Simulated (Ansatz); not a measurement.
```xyz
10

C     0.136   -1.098    1.239
Al   -0.787   -0.416   -0.335
Cl   -2.624   -1.328   -0.841
B    -0.074    1.205   -1.497
S     1.296    2.172   -0.946
H    -0.198   -2.106    1.496
H     1.222   -1.120    1.107
H    -0.067   -0.459    2.106
H    -0.504    1.593   -2.542
H     1.601    1.557    0.213
```

Total charge 0; spin multiplicity 1.

Problem. List the PBE/def2-TZVPP orbital energies in eV (the Gaussian-basis code of Ansatz). (An estimate is asked.)

Solution. The calculation gave: Occupied: -2738.40, -2396.55, -1506.86, -268.46, -248.98, -209.50, -189.62, -189.55, -189.51, -177.53, -155.63, -155.50, -155.49, -107.10, -69.22, -69.03, -68.93, -19.73, -18.98, -16.93, -12.49, -10.51, -9.93, -9.81, -9.34, -8.80, -7.83, -7.80, -7.58, -7.56, -6.22. Lowest empty: -3.26, -1.03, -0.82, -0.17, 0.56, 1.26, 1.60, 1.72.
